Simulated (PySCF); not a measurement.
One change at a time: excitation energies

Computed with TDDFT wB97X-D/def2-SVPD, vertical, gas phase, core orbitals frozen in the response (PySCF 2.14.0, density-fitted response routines). Geometries: PBE0-D3(BJ)/def2-SVP; one conformer of each isolated species. Triplets are in the Tamm–Dancoff approximation. 'Strongest' means the level of largest summed f among the lowest 15 singlets; it needn't be the same kind of state in each. Relativistic effects are left out although some hold elements past zinc. Ions are computed without counter-ions or solvent.

Parent: [CrO3Cl]- (`[O]=[Cr-](=[O])(=[O])[Cl]`), with lowest singlet excitation energy 3.42 eV, energy of the strongest computed level 4.15 eV, HOMO energy -5.60 eV, mean static polarisability 62.9 au, LUMO energy 3.69 eV, lowest triplet energy 3.08 eV. Its spectrum: 3.42 eV (f 0.002 summed over 2 states); 3.96 eV (f 0.000); 4.15 eV (f 0.015); 4.17 eV (f 0.000); 4.25 eV (f 0.007 summed over 2 states).

Shifts from the parent:

| change | SMILES | Δ S1 (eV) | Δ strongest (eV) | Δ HOMO (eV) | Δ α (au) | Δ LUMO (eV) | Δ T1 (eV) |
| --- | --- | --- | --- | --- | --- | --- | --- |
| ligand: Cl to Br | [O]=[Cr-](=[O])(=[O])[Br] | +0.01 | -0.03 | +0.08 | +8.9 | -0.09 | +0.01 |
| ligand: Cl to F | [O]=[Cr-](=[O])(=[O])[F] | +0.06 | +1.33 | +0.43 | -14.7 | +0.45 | +0.05 |

(1) Predict the same shifts for this change: ligand: Cl to OH (`[O]=[Cr-](=[O])(=[O])[OH]`).

Results:

(1) Δ lowest singlet excitation energy +0.04 eV, Δ energy of the strongest computed level +0.06 eV, Δ HOMO energy +0.67 eV, Δ mean static polarisability -8.8 au, Δ LUMO energy +0.66 eV, Δ lowest triplet energy +0.04 eV. Spectrum: 3.46 eV (f 0.001); 3.54 eV (f 0.001); 4.09 eV (f 0.002); 4.21 eV (f 0.011); 4.39 eV (f 0.005). All changes raise S1, and it rises most with ligand: Cl to F (+0.06 eV). S1 is simply the lowest singlet of each species and needn't be the same kind of state throughout.
